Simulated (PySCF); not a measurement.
Structure problem from calculated spectra and properties.

Formula: C6H4F4O.

| Quantity | Value |
| --- | --- |
| Rotational structure | rotational constants A, B, C: 3.236, 0.552, 0.515 GHz [GFN2-xTB] |
| 1H NMR | chemical shifts (computed TMS as zero) by class: 5.88 (1 H), 5.30 (1 H), 3.31 (2 H) ppm [GIAO PBE0/pcSseg-1] |
| Dipole | 1.95 D [PBE0/pcSseg-1] |
| NMR, other nuclei | isotropic shieldings of nuclei other than C and H, by class: 167 (1 O), 245 (3 F), 284 (1 F) ppm [GIAO PBE0/pcSseg-1] |
| 13C NMR | chemical shifts (computed TMS as zero) by class: 181.1 (1 C), 157.0 (1 C), 130.1 (1 C), 110.5 (1 C), 103.4 (1 C), 39.5 (1 C) ppm [GIAO PBE0/pcSseg-1] |

Gas-phase values; electronic properties from PySCF, density fitting. Levels stand in brackets. Geometry: GFN2-xTB, one conformer, isolated molecule. NMR values are class means; diastereotopic atoms form classes of their own.

Question: Propose a structure and show how it fits.

Answer: Numbering: `[F:1][C:2]1=[CH:3][C:4]([O:5][C:6]([F:7])([F:8])[F:9])=[CH:10][CH2:11]1`. Its formula, C6H4F4O, gives 3 degrees of unsaturation: 1 ring and 2 π bonds in the structure found. 6 carbons fall into 6 classes; from least to most shielded: vinylic C–F carbon [C2] (181.1 ppm), vinylic carbon bearing oxygen [C4] (157.0 ppm), CF3 carbon [C6] (130.1 ppm), alkene CH carbon [C3] (110.5 ppm), alkene CH carbon [C10] (103.4 ppm), allylic carbon [C11] (39.5 ppm). Hydrogen classes from least to most shielded: 1 H on an alkene CH carbon, C3 (5.88 ppm), 1 H on an alkene CH carbon, C10 (5.30 ppm), 2 H on an allylic carbon, C11 (3.31 ppm). The other shieldings belong to: 167 ppm, ether oxygen [O5]; 245 ppm, fluorine of a CF3 group [F7/F8/F9]; 284 ppm, vinyl fluorine [F1]. The optimised geometry has point group Cs and is an asymmetric top. Structure: `FC1=CC(OC(F)(F)F)=CC1`. Computed isomers that give other values at the same levels: `C=C/C=C(/C(=O)F)C(F)(F)F` (13C chemical shifts (computed TMS as zero) by class: 160.3 (1 C), 158.7 (1 C), 148.0 (1 C), 139.6 (1 C), 131.9 (1 C), 121.6 (1 C) ppm). The assignments are read from this structure; whether some other isomer fits the data as well wasn't checked.

Shape of the structure used: `[F:1][C:2]1=[CH:3][C:4]([O:5][C:6]([F:7])([F:8])[F:9])=[CH:10][CH2:11]1`: C3–C4–O5–C6 180°, C4–O5–C6–F7 180°.
